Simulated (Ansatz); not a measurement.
Geometry optimisation, Ansatz, RKS BLYP-D4/def2-mTZVP.

The input (input.yaml):

```yaml
crystal:
  periodic: [false, false, false]
  atoms:
    - { symbol: Sn, position_ang: [0.734515, 0.397338, -0.739125] }
    - { symbol: F, position_ang: [-0.205659, -1.301043, -1.10838] }
    - { symbol: H, position_ang: [0.432964, -0.461691, 0.809232] }
    - { symbol: Cl, position_ang: [0.121803, -0.590267, 2.150559] }
    - { symbol: Cl, position_ang: [-1.083622, 1.955663, -1.112386] }
basis:
  gaussian: { orbitals: def2-mTZVP }
hamiltonian:
  xc: blyp
  dispersion: d4
relax:
  f_tol: 0.03
  max_steps: 50
```

Command:

```bash
$ ansatz run input.yaml --threads 2 --pin off --max-ram 3072MiB --backend cpu --events-out ev --progress --plain --runs-dir out
```

Problem. Where does it end, and by what steps?

Solution. The forces met the threshold. After 10 steps the energy has fallen by 1.330 eV; H3 moved furthest, 0.81 Å. Parted: Sn1–H3.

```json
{"step": "0", "energy less start (eV)": "0.0000", "largest force component (eV/Å)": "2.682", "accepted": "yes"}
{"step": "1", "energy less start (eV)": "-0.6399", "largest force component (eV/Å)": "1.545", "accepted": "yes"}
{"step": "2", "energy less start (eV)": "-0.8834", "largest force component (eV/Å)": "0.608", "accepted": "yes"}
{"step": "3", "energy less start (eV)": "-1.0130", "largest force component (eV/Å)": "0.473", "accepted": "yes"}
{"step": "4", "energy less start (eV)": "-1.0942", "largest force component (eV/Å)": "1.299", "accepted": "yes"}
{"step": "5", "energy less start (eV)": "-1.2344", "largest force component (eV/Å)": "0.450", "accepted": "yes"}
{"step": "6", "energy less start (eV)": "-1.2547", "largest force component (eV/Å)": "0.913", "accepted": "yes"}
{"step": "7", "energy less start (eV)": "-1.3157", "largest force component (eV/Å)": "0.158", "accepted": "yes"}
{"step": "8", "energy less start (eV)": "-1.3195", "largest force component (eV/Å)": "0.323", "accepted": "yes"}
{"step": "9", "energy less start (eV)": "-1.3293", "largest force component (eV/Å)": "0.064", "accepted": "yes"}
{"step": "10", "energy less start (eV)": "-1.3303", "largest force component (eV/Å)": "0.015", "accepted": "yes"}
```

```xyz
5
Properties=species:S:1:pos:R:3
Sn 0.866 0.661 -0.978
F -0.029 -1.186 -0.806
H -0.032 -1.109 0.978
Cl 0.382 -0.317 1.978
Cl -1.186 1.950 -1.172
```

Whether the end is a true minimum wasn't checked by a vibrational analysis.

Time of the run: 21 s on 2 threads of Arm Neoverse V1, on a shared host, peak memory 0.14 GiB.
